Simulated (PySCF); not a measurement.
Two-component Hartree-Fock for Ir (iridium, neutral)

Start: [Xe] 4f14 5d7 6s2; 5d3/2 filled at m_j = -3/2, -1/2, +1/2, +3/2; 5d5/2 filled at m_j = +1/2, +3/2, +5/2. Calculated with PySCF 2.14 in x2c-TZVPPall-2c (11s11p10d3f1g, 124 functions): generalised Hartree-Fock with the X2C-1e Hamiltonian and a Gaussian nucleus; one run each with spin-orbit coupling (SO) switched off, then screened by Boettger's factors.

| spinor shell | electrons | ε, spin-free (eV) | ε, screened SO (eV) | weight of nominal j (screened SO) | rms radius, screened SO (bohr) |
| --- | --- | --- | --- | --- | --- |
| 1s1/2 | 2 | -76535.7 | -76508.7 | 1.000 | 0.0197 |
| 2s1/2 | 2 | -13537.7 | -13529.2 | 1.000 | 0.0795 |
| 2p1/2 | 2 | -11769.3 | -12937.6 | 1.000 | 0.0675 |
| 2p3/2 | 4 | -11769.3 | -11304.2 | 1.000 | 0.0752 |
| 3s1/2 | 2 | -3233.3 | -3230.4 | 1.000 | 0.203 |
| 3p1/2 | 2 | -2707.6 | -2966.0 | 1.000 | 0.195 |
| 3p3/2 | 4 | -2707.6 | -2602.7 | 1.000 | 0.210 |
| 3d3/2 | 4 | -2120.9 | -2166.4 | 1.000 | 0.185 |
| 3d5/2 | 6 | -2120.9 | -2088.2 | 1.000 | 0.189 |
| 4s1/2 | 2 | -725.27 | -724.25 | 1.000 | 0.450 |
| 4p1/2 | 2 | -549.82 | -611.56 | 1.000 | 0.456 |
| 4p3/2 | 4 | -549.82 | -524.38 | 1.000 | 0.490 |
| 4d3/2 | 4 | -329.75 | -339.40 | 1.000 | 0.507 |
| 4d5/2 | 6 | -329.75 | -322.41 | 1.000 | 0.519 |
| 5s1/2 | 2 | -115.67 | -115.38 | 1.000 | 1.05 |
| 4f5/2 | 6 | -83.054 | -84.424 | 0.997 | 0.585 |
| 4f7/2 | 8 | -83.054 | -81.096 | 0.998 | 0.588 |
| 5p1/2 | 2 | -67.325 | -78.619 | 0.985 | 1.16 |
| 5p3/2 | 4 | -67.325 | -62.415 | 0.993 | 1.25 |
| 5d3/2 | 4 | -13.339 | -14.235 | 0.729 | 1.79 |
| 5d5/2 | 3 | -13.339 | -12.169 | 0.715 | 1.87 |
| 6s1/2 | 2 | -8.131 | -8.097 | 0.994 | 3.35 |

```json
{"quantity": "E (hartree)", "spin-free": "-17814.20166", "screened SO": "-17839.00982"}
{"quantity": "M_J", "spin-free": "9/2", "screened SO": "9/2"}
{"quantity": "⟨J²⟩", "spin-free": "24.776", "screened SO": "24.777"}
{"quantity": "⟨L²⟩", "spin-free": "12.007", "screened SO": "13.025"}
{"quantity": "⟨S²⟩", "spin-free": "3.769", "screened SO": "3.601"}
```

Each row is a mean over spinors that exchange with the open shell spreads, by up to 7.083 eV (5p3/2).

Rows whose weight is well below 1 are mixtures of j = l ± 1/2: exchange outweighs spin-orbit coupling there, and the label is only the starting occupation.

Breit and QED terms are absent; they matter most for the inner s and p1/2 levels.

Densities and radii are taken from the X2C orbitals without a picture-change correction, which distorts them close to the nucleus.

Without spin-orbit coupling the j labels of p, d and f shells carry no meaning; the spin-free column gives the mean over the occupied spinors of each nl shell.
